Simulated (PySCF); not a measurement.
Input for PySCF: R-B3LYP/LANL2DZ on BrGaH2 (SMILES [GaH2][Br]), a point of a bond scan (R = 1.246 Å).

```python
from pyscf import gto, scf, dft, mp
from pyscf.data.elements import chemcore

mol = gto.M(
    atom='''
    Ga   -0.62727121   -0.97642227    0.15641510
    H    -0.18188119   -1.76280910    1.01415040
    H    -1.89600936   -1.10175241   -0.73821097
    Br    0.61177002    0.95229282   -0.15254975
    ''',
    basis='lanl2dz',
    ecp={'Br': 'lanl2dz', 'Ga': 'lanl2dz'},
    charge=0, spin=0, verbose=3, max_memory=1800)
mf = dft.RKS(mol, xc='b3lyp')
mf.conv_tol = 1e-8
mf.max_cycle = 100
mf.kernel()
if not mf.converged:
    mf = mf.newton().run(mf.mo_coeff, mf.mo_occ)
```

Task: Give the final energy of this run.

Result: -16.4140 hartree.
